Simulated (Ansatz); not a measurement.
`[CH3][AlH][S][SiH3]` and `N[SiH2][AlH][S][SiH3]` differ in one atom or group.

Ansatz, PBE0-D4/def2-TZVP geometries, multiplicity 1. Each molecule was computed in one conformer, which needn't be the lowest.

| property | `[CH3][AlH][S][SiH3]` |
| --- | --- |
| HOMO–LUMO gap (B3LYP/def2-TZVPP) / eV | 6.05 |
| LUMO energy (PBE/def2-TZVPP) / eV | -1.90 |
| HOMO–LUMO gap (PBE0/def2-TZVPP) / eV | 6.49 |
| LUMO energy (ωB97M-V/def2-TZVPP) / eV | 0.47 |
| LUMO energy (PBE0/def2-TZVPP) / eV | -1.14 |
| size of the dipole moment (B3LYP/def2-TZVPP) / D | 1.60 |

Question: Give the same properties after the change, and the shifts. (Best estimate.)

Answer: Computed: 
| property | `N[SiH2][AlH][S][SiH3]` | shift |
| --- | --- | --- |
| HOMO–LUMO gap (B3LYP/def2-TZVPP) / eV | 5.46 | -0.59 |
| LUMO energy (PBE/def2-TZVPP) / eV | -1.86 | 0.04 |
| HOMO–LUMO gap (PBE0/def2-TZVPP) / eV | 5.80 | -0.69 |
| LUMO energy (ωB97M-V/def2-TZVPP) / eV | 0.56 | 0.09 |
| LUMO energy (PBE0/def2-TZVPP) / eV | -1.09 | 0.05 |
| size of the dipole moment (B3LYP/def2-TZVPP) / D | 1.41 | -0.19 |

With PBE0 the HOMO rises by 0.73 eV and the LUMO rises by 0.05 eV, so the gap narrows by about 0.68 eV. PBE moves the HOMO by 0.74 eV and ωB97M-V by 0.86 eV. Dipoles are sizes alone; their direction can turn.

B3LYP here is the variant with VWN-RPA as its local correlation; programs differ in this.
